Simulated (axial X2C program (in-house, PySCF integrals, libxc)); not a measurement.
Bond lengths and stretching modes, held linear, of HCSb⁺

Calculated with an in-house all-electron X2C program for linear molecules (integrals from PySCF): two-component X2C with atomic mean-field Coulomb and Gaunt terms, Gaussian nuclei, basis H dyall-v3z, C dyall-v3z, Sb dyall-v3z with contracted cores. Spin-free rows use the one-electron spin-free X2C Hamiltonian.

Masses H 1.008, C 12.000, Sb 120.904 u. States: 2c Ω = 3/2 (beyond evenly filled blocks: ω = 3/2); spin-free M_S = 1/2, Λ = 1 (beyond evenly filled blocks: π+α, π+β, π-α).

MP2, 2c: energies above the lowest point

```tsv
r(H–C) (Å)	r(C–Sb) (Å)	E (meV)
1.0598	1.8671	43.50
1.0598	1.9150	8.06
1.0598	1.9629	29.95
1.0870	1.8671	36.49
1.0870	1.9150	0.00
1.0870	1.9629	21.03
1.0870	2.0108	89.61
1.1142	1.8671	55.79
1.1142	1.9150	18.35
1.1142	1.9629	38.37
1.1414	1.9150	59.10
1.1414	2.0108	145.06
```

Problem. Fit a quadratic surface with cubic terms in each bond: where is the minimum, and what are the two stretching wavenumbers?

Solution. At MP2, 2c: bonds 1.081 and 1.920 Å; harmonic stretches 751.7 and 3290.0 cm⁻¹; force constants 5.89, 3.94 and coupling -0.12 mdyn/Å.

The other levels and Hamiltonians give:

| Hamiltonian | level | r(H–C) (Å) | r(C–Sb) (Å) | lower stretch (cm⁻¹) | upper stretch (cm⁻¹) |
| --- | --- | --- | --- | --- | --- |
| 2c | PBE0 | 1.086 | 1.921 | 797.0 | 3227.8 |
| 2c | HF | 1.073 | 1.967 | 756.9 | 3359.3 |
| 2c | PBE | 1.094 | 1.940 | 788.2 | 3137.3 |
| spin-free | PBE0 | 1.086 | 1.913 | 824.8 | 3231.9 |
| spin-free | HF | 1.073 | 1.962 | 762.1 | 3360.8 |
| spin-free | PBE | 1.094 | 1.935 | 803.4 | 3140.4 |
| spin-free | MP2 | 1.081 | 1.910 | 750.2 | 3289.1 |

Each state is one determinant, the lowest of a limited PBE0 search; the stretches come from a fit to these few points and carry an uncertainty of a few per cent. Other orders of the atoms were not compared. MP2 freezes inner shells (threshold -2 hartree). The molecule was held linear; bending was not examined, so a bent shape may lie lower. Note: functional without a current term on a determinant with orbital currents, of the molecule or an atom.
